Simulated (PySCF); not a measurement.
CH8N2OSi, SMILES CN[Si@@H](N)O.

Geometry optimised at B3LYP-D3(BJ)/def2-SVP. The structure was generated by enumeration; whether it is a known compound was not checked. Other conformers were not sampled.

Two levels are set side by side: PBE/def2-TZVP (PySCF) and CAM-B3LYP/def2-TZVP (PySCF). Same geometry, gas phase. Differences are taken from unrounded values.

```tsv
quantity	CAM-B3LYP	PBE	PBE minus CAM-B3LYP
orbital gap (eV)	10.02	5.57	-4.44
highest occupied level (eV)	-8.17	-5.35	2.82
lowest empty level (eV)	1.85	0.22	-1.62
dipole moment (D)	0.97	0.83	-0.14
mean polarisability (bohr³)	55.3	58.9	3.6
```

PBE's occupied levels lie high since its potential decays too fast outside the molecule; exact exchange lowers them and widens the gap. Loosely held outer electrons make PBE densities more polarisable. Differences between two approximate levels are no errors against the true value.

Rough cost on one machine, each run with all the roots and properties that it gave: CAM-B3LYP against PBE within a factor of 2.
